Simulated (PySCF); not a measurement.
Species: C5H11FSi.
SMILES with atom numbers: `[CH3:1][CH:2]([CH3:3])[C@@H:4]1[SiH2:5][C@@H:6]1[F:7]`

NICS = −σ at a ghost point: NICS(0) at the centroid of the ring atoms, NICS(1) 1 Å to either side along the normal of their mean plane, zz for the tensor component along that normal. Level: GIAO PBE0/pcSseg-1 (PySCF, non-relativistic, gas phase) on the GFN2-xTB geometry, one conformer.

Ring bond lengths (Å), with Mayer bond orders in brackets: C4–Si5 1.893 (0.92), Si5–C6 1.897 (0.93), C6–C4 1.533 (0.87).

Task: Give the NICS values of each ring in ppm.

Result: 
```csv
ring,type,NICS(0),"NICS(1), two faces","NICS(1)zz, two faces",rms pucker (Å),"centre to ring atoms, mean (Å)"
C4–Si5–C6,3-membered ring with Si; formal bonds all single,-22.6,-5.4 / -9.9,-8.0 / -19.3,0.00,1.03
```

Task: What do they say, and how far can they be read as aromaticity?

Result: 
- C4–Si5–C6: mean NICS(1)zz -13.7 ppm, shielded. C4, Si5, C6 have four or more neighbours, so the value isn't read as a sign of a π ring current. The two faces differ by 11.3 ppm, so no symmetry operation interchanges them. NICS(0) lies 15 ppm below the mean NICS(1).

Task: How shielded are the nuclei of the rings and their hydrogens (means over atoms taken as equivalent)?

Result: 
```json
{"atoms": "C4", "environment": "sp3 carbon bound to silicon", "σ isotropic (ppm)": "157.4", "principal values of the symmetric part, first atom (ppm)": "126.6, 147.6, 198.2"}
{"atoms": "Si5", "environment": "SiH2 silicon", "σ isotropic (ppm)": "495.1", "principal values of the symmetric part, first atom (ppm)": "387.0, 415.4, 682.8"}
{"atoms": "C6", "environment": "sp3 C–F carbon", "σ isotropic (ppm)": "105.6", "principal values of the symmetric part, first atom (ppm)": "41.6, 83.0, 192.2"}
{"atoms": "H on C4", "environment": "methine hydrogen", "σ isotropic (ppm)": "30.80", "principal values of the symmetric part, first atom (ppm)": "26.2, 29.0, 37.1"}
{"atoms": "H on Si5", "environment": "Si–H hydrogen", "σ isotropic (ppm)": "29.17", "principal values of the symmetric part, first atom (ppm)": "23.9, 25.9, 37.7"}
{"atoms": "H on Si5", "environment": "Si–H hydrogen", "σ isotropic (ppm)": "28.97", "principal values of the symmetric part, first atom (ppm)": "24.0, 27.8, 35.1"}
{"atoms": "H on C6", "environment": "methine hydrogen", "σ isotropic (ppm)": "26.18", "principal values of the symmetric part, first atom (ppm)": "22.0, 26.1, 30.4"}
```

Shape of the structure used: `[CH3:1][CH:2]([CH3:3])[C@@H:4]1[SiH2:5][C@@H:6]1[F:7]`: C1–C2–C4–Si5 -81°.
